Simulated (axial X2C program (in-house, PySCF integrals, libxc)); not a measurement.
# Spin–orbit effects down a group: molecules with K (ions), HF

Computed with an axial X2C code built on PySCF integrals, spin-free (one-electron X2C) or two-component (2c: spin–orbit coupling with atomic mean-field Coulomb and Gaunt terms, which also bring small scalar terms), in Dyall basis sets with cores contracted in-house; open shells are unrestricted.

Basis sets: H dyall-av3z, K dyall-acv3z, K dyall-av3z, Na dyall-av3z, Rb dyall-av3z.

```
molecule   spin-free state  Re (Å)  ωe (cm⁻¹)  De (eV)  2c state  Re 2c (Å)  ωe 2c (cm⁻¹)  De 2c (eV)
     KH⁻  M_S = 1/2, Λ = 0   2.438      783.0      n/a   Ω = 1/2      2.438         782.9         n/a
    NaK⁻  M_S = 1/2, Λ = 0   4.440       65.5     0.52   Ω = 1/2      4.440          65.5        0.52
    KRb⁻  M_S = 1/2, Λ = 0   5.293       39.2     0.50   Ω = 1/2      5.292          39.2        0.50
```

Fragments in 2c: K- + H, K- + Na, Rb- + K. Each entry is the lowest single determinant of a limited PBE0 search at one distance. De goes to single-determinant-based atoms at the same level (for ions the charge split of lowest energy) and is withheld (n/a) where an atom does not fit its ground term or J level. Main or longest-lived isotopes. One determinant is a doubtful description, or other states lie close, for KH⁻, NaK⁻, KRb⁻; these need not be ground states, and all values refer to the states named.
